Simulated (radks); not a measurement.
The numbers below are computed, except where a source is named.
Question: Ne+, configuration [He] 2s2 2p5 (the NIST ground configuration). Code: a radial shooting solver on a logarithmic mesh with Libxc functionals. Model: Dirac Kohn-Sham, PBE, spin-unpolarised, spherical densities, finite nucleus; open shells fill j = l - 1/2 first; Fermi nuclear charge, rms radius 3.0055 fm. Some entries of the table are withheld. Estimate them.

orbital,occ.,eigenvalue (eV),r(max) (bohr),<1/r> (bohr^-1)
1s1/2,2,-853.3551,(1),9.629
2s1/2,2,(2),(3),1.693
2p1/2,2,-32.3469,(4),(5)
2p3/2,3,-32.2284,(6),(7)

Answer: 
(1) 1s1/2 r(max) (bohr): 0.1026
(2) 2s1/2 eigenvalue (eV): -55.6429
(3) 2s1/2 r(max) (bohr): 0.6719
(4) 2p1/2 r(max) (bohr): 0.6025
(5) 2p1/2 <1/r> (bohr^-1): 1.543
(6) 2p3/2 r(max) (bohr): 0.6039
(7) 2p3/2 <1/r> (bohr^-1): 1.538
